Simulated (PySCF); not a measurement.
Ionising WO

ROHF-CCSD(T); W def2-TZVPPD with ECP60, O def2-TZVPPD; scalar-relativistic core potentials (PySCF 2.14). Neutral (ROHF): triplet (δ ↑↑), Re = 1.667 Å, ωe = 1063 cm⁻¹.

WO⁻ (ROHF): quartet (π ↑, δ ↑↑), Re = 1.725 Å, ωe = 901 cm⁻¹. The energies at the minima are -141.90697 hartree for WO and -141.93315 for WO⁻.

Work out the adiabatic electron affinity, without and with harmonic zero-point energies (1 hartree = 27.2114 eV, 1 eV = 8065.5 cm⁻¹), and the change of the bond length.

At ROHF-CCSD(T): 0.02618 hartree = 0.712 eV between the minima; the zero-point term (1063.0 − 901.0)/2 cm⁻¹ = +0.010 eV makes it 0.722 eV. Re changes by +5.8 pm against the neutral. The electron enters a π orbital, and the longer bond of the ion fits an antibonding orbital, or a change in how ionic the bond is.

Correlated steps freeze 1 core orbital. De is left out where the level can put another filling of the metal’s s and d shells below the measured ground configuration, by anything from nothing to about 1 eV. These are scalar-relativistic numbers at best; spin–orbit coupling would shift them, the dissociation energy most. With d or f electrons several states lie close, and the lowest PBE0 determinant need not be the measured ground state.
